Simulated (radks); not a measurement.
Values are calculated unless marked as measured or tabulated.
Kr2+, configuration [Ar] 3d10 4s2 4p4 (the NIST ground configuration). Code: a radial shooting solver on a logarithmic mesh with Libxc functionals. Model: Dirac Kohn-Sham, PBE, spin-unpolarised, spherical densities, point nucleus; open shells fill j = l - 1/2 first.

Unscreened Slater integrals over Kohn-Sham orbitals (cm^-1). Large and small components are both included.

| integral | value |
|---|---|
| F0(4p3/2,4p3/2) | 113130 |
| F2(4p3/2,4p3/2) | 59615 |
| F0(4p3/2,4p1/2) | 114120 |
| G2(4p3/2,4p1/2) | 60074 |
| F0(4p3/2,4s1/2) | 121180 |
| G1(4p3/2,4s1/2) | 80944 |
| F0(4p3/2,3d5/2) | 146910 |
| F2(4p3/2,3d5/2) | 31213 |
| G1(4p3/2,3d5/2) | 10374 |
| G3(4p3/2,3d5/2) | 9653.3 |
| F0(4p1/2,4p1/2) | 115150 |
| F0(4p1/2,4s1/2) | 122450 |
| G1(4p1/2,4s1/2) | 82544 |
| F0(4p1/2,3d5/2) | 149310 |
| G3(4p1/2,3d5/2) | 10066 |
| F0(4s1/2,4s1/2) | 131550 |
| F0(4s1/2,3d5/2) | 167510 |
| G2(4s1/2,3d5/2) | 14399 |
| F0(3d5/2,3d5/2) | 361560 |
| F2(3d5/2,3d5/2) | 173890 |
| F4(3d5/2,3d5/2) | 109560 |
